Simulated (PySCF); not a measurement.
# Magnetisability: `C1(OC(C)C)CC1`, C₆H₁₂O

Molfile (atoms numbered from 1):
```
C6H12O
     RDKit          3D

 19 19  0  0  0  0  0  0  0  0999 V2000
   -2.2581   -0.9264   -0.5485 C   0  0  0  0  0  0  0  0  0  0  0  0
   -1.1090    0.0672   -0.4170 C   0  0  0  0  0  0  0  0  0  0  0  0
   -1.2798    0.9475    0.8224 C   0  0  0  0  0  0  0  0  0  0  0  0
    0.0852   -0.7004   -0.3736 O   0  0  0  0  0  0  0  0  0  0  0  0
    1.2592    0.0285   -0.5284 C   0  0  0  0  0  0  0  0  0  0  0  0
    2.0582    0.4554    0.6723 C   0  0  0  0  0  0  0  0  0  0  0  0
    2.5397   -0.6673   -0.2022 C   0  0  0  0  0  0  0  0  0  0  0  0
   -2.1110   -1.5512   -1.4250 H   0  0  0  0  0  0  0  0  0  0  0  0
   -3.2022   -0.3970   -0.6393 H   0  0  0  0  0  0  0  0  0  0  0  0
   -2.2884   -1.5671    0.3286 H   0  0  0  0  0  0  0  0  0  0  0  0
   -1.0785    0.7155   -1.3111 H   0  0  0  0  0  0  0  0  0  0  0  0
   -0.4703    1.6694    0.8938 H   0  0  0  0  0  0  0  0  0  0  0  0
   -1.2791    0.3292    1.7166 H   0  0  0  0  0  0  0  0  0  0  0  0
   -2.2227    1.4846    0.7650 H   0  0  0  0  0  0  0  0  0  0  0  0
    1.2405    0.7009   -1.3872 H   0  0  0  0  0  0  0  0  0  0  0  0
    2.5775    1.4013    0.6372 H   0  0  0  0  0  0  0  0  0  0  0  0
    1.6766    0.1927    1.6462 H   0  0  0  0  0  0  0  0  0  0  0  0
    2.4613   -1.6696    0.1871 H   0  0  0  0  0  0  0  0  0  0  0  0
    3.3912   -0.5040   -0.8443 H   0  0  0  0  0  0  0  0  0  0  0  0
  1  2  1  0
  2  3  1  0
  2  4  1  0
  4  5  1  0
  5  6  1  0
  6  7  1  0
  7  5  1  0
  1  8  1  0
  1  9  1  0
  1 10  1  0
  2 11  1  0
  3 12  1  0
  3 13  1  0
  3 14  1  0
  5 15  1  0
  6 16  1  0
  6 17  1  0
  7 18  1  0
  7 19  1  0
M  END
```

Level of theory: PySCF, GIAO B3LYP/pcSseg-1 magnetisability, rotational g tensor and spin-rotation constants, non-relativistic, gas phase. Geometry: GFN2-xTB.

(1) How diamagnetic is it, and how anisotropic?

(2) Split it along the inertial axes a, b, c into diamagnetic and paramagnetic parts about the centre of mass, with the quadrupole moment.

(3) And the rotational g tensor?

Results:

(1) Isotropic -1333 × 10⁻³⁰ J/T², or -80.3 × 10⁻⁶ cm³/mol; principal values -1440, -1296, -1262 × 10⁻³⁰ J/T², anisotropy 163 × 10⁻³⁰ J/T² (root of half the summed squared differences of the principal values). The susceptibility is in cgs units.

(2) 
| axis | χ (10⁻⁶ cm³/mol) | diamagnetic (10⁻⁶ cm³/mol) | paramagnetic (10⁻⁶ cm³/mol) | summed x² of all electrons (Å²) | quadrupole Θ (D Å) |
| --- | --- | --- | --- | --- | --- |
| a | -82.2 | -337.3 | 255.2 | 186.6 | +2.41 |
| b | -78.7 | -888.2 | 809.5 | 56.8 | -3.20 |
| c | -79.9 | -1032.4 | 952.5 | 22.8 | +0.80 |

Anisotropies 2χaa − χbb − χcc = -5.7 and 2χbb − χaa − χcc = +4.6 × 10⁻⁶ cm³/mol. Θ is traceless in Buckingham's convention.

(3) 
| axis | rotational constant (GHz) | g | nuclear part | electronic part |
| --- | --- | --- | --- | --- |
| a | 5.5988 | +0.0040 | 0.6752 | -0.6711 |
| b | 1.6046 | +0.0011 | 0.6113 | -0.6102 |
| c | 1.3576 | +0.0001 | 0.6077 | -0.6075 |

Asymmetric top; isotopes 12C, 1H, 16O; no vibrational averaging.
